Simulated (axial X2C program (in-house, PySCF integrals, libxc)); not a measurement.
Results of a calculation; reference values are marked as such.
TiCN: input and output of an open-shell CI run

Program: an axial X2C code built on PySCF integrals.

Input and command:
```json
{"zs": [22, 6, 7], "q": 0, "bas": ["dyall-v3z", "dyall-v3z", "dyall-av3z"], "r0": 2.11, "metal": 0, "shells": [[2, [0, 1, 2], 1], [0, [0], 2], [1, [1], 0]], "fix": 0, "emax": 3.2, "nroots": 4, "r2": 1.16}
```
```bash
python soci.py task.json out
```

Keys: zs atomic numbers; q charge; bas basis sets; r0 starting distance in Å; metal index of the metal atom; shells open shells as [l, |m| values, electrons]; fix electron count of the first shell held; emax energy window in eV; nroots roots for each Ω; r2 second bond in Å, held.

Output at Ti–C–N held linear, bonds 2.151 and 1.160 Å (the second held):

```
average of configuration d1 s2 p(π)0
basis functions 208  fitting functions 1199
iter      average energy  largest gradient
   1       -942.199564254   2.50e+00
   2       -943.838553971   1.71e+00
   3       -944.629075438   9.33e-01
   4       -944.815541186   2.81e-01
   5       -944.892059064   4.52e-02
   6       -944.895699593   2.34e-02
   7       -944.897253548   7.66e-03
   8       -944.897481563   3.30e-03
   9       -944.897620424   3.06e-03
  10       -944.897674842   4.55e-03
  11       -944.897701837   9.87e-04
  12       -944.897711876   6.95e-04
  13       -944.897713752   3.05e-04
  14       -944.897714062   8.47e-05
  15       -944.897714120   6.56e-05
  16       -944.897714139   2.50e-05
  17       -944.897714153   2.34e-05
  18       -944.897714191   7.50e-05
  19       -944.897714253   1.11e-04
  20       -944.897714361   1.31e-04
  21       -944.897714476   8.59e-05
  22       -944.897714539   2.37e-05
  23       -944.897714554   1.03e-05
converged
CI levels
2*Omega        energy/Eh    cm-1   g(par)  dipole/D  leading shell counts
    3      -944.97316262        0   0.002   -6.213  {'2 1 0': 0.825, '3 0 0': 0.153}
    5      -944.97272143       97   4.001   -6.213  {'2 1 0': 0.837, '3 0 0': 0.152}
    7      -944.97230158      189   8.002   -6.214  {'2 1 0': 0.841, '3 0 0': 0.152}
    9      -944.97189965      277  12.006   -6.216  {'2 1 0': 0.84, '3 0 0': 0.154}
    1      -944.96814329     1102   1.998   -6.164  {'2 1 0': 0.835, '3 0 0': 0.154}
    3      -944.96813651     1103   5.994   -6.165  {'2 1 0': 0.827, '3 0 0': 0.157}
    1      -944.96318572     2190   3.872   -6.068  {'2 1 0': 0.861, '3 0 0': 0.129}
    1      -944.96305564     2218   0.134   -6.068  {'2 1 0': 0.862, '3 0 0': 0.128}
    3      -944.96300974     2228   3.979   -6.077  {'2 1 0': 0.843, '3 0 0': 0.126}
    5      -944.96299374     2232   7.946   -6.085  {'2 1 0': 0.819, '3 0 0': 0.126, '1 2 0': 0.045}
    3      -944.95905421     3096   2.032   -6.563  {'1 2 0': 0.77, '2 1 0': 0.121, '3 0 0': 0.07}
    5      -944.95812500     3300   6.055   -6.557  {'1 2 0': 0.752, '2 1 0': 0.139, '3 0 0': 0.071}
    1      -944.95074738     4920   0.219   -6.393  {'2 1 0': 0.449, '1 2 0': 0.417, '3 0 0': 0.104}
    5      -944.94986584     5113   6.002   -5.824  {'2 1 0': 0.993}
    7      -944.94960294     5171  10.005   -5.823  {'2 1 0': 0.994}
    7      -944.94768017     5593   8.004   -6.383  {'2 1 0': 0.798, '3 0 0': 0.185}
    9      -944.89593025    16951  10.002   -6.301  {'2 1 0': 0.809, '3 0 0': 0.171}
    7      -944.89588839    16960   5.999   -6.300  {'2 1 0': 0.808, '3 0 0': 0.172}
    9      -944.86688300    23326  12.003   -7.937  {'1 1 1': 0.831, '2 0 1': 0.121, '3 0 0': 0.048}
    9      -944.85564604    25792  10.006   -8.419  {'2 0 1': 1.0}
```

Dipoles in the output refer to the first atom as origin.

There is no dynamic correlation: spin–orbit spacings and, for f shells, spacings inside one term are the most reliable numbers, splittings between terms come out too wide, and energies between configurations are not reliable, so the lowest level need not be the ground state of the molecule. The lowest levels belong to d2 s1, not to the averaged configuration, so orbitals and distance suit them less well. For d shells the ligand-field splittings (σ, π, δ) and their order can be off by a thousand cm⁻¹ or more. At most 4 roots were kept for each Ω > 0 (twice that for Ω = 0) within 3.2 eV of the lowest, so higher up levels can be missing between those listed; levels with Ω > 0 are doubly degenerate and listed once, Ω = 0 levels singly. Some active spinors are only partly of the character that their shell is named for, so the shell names and counts are nominal. States that fill the shells left empty in the average are placed too high. The molecule was held linear; bending was not examined.
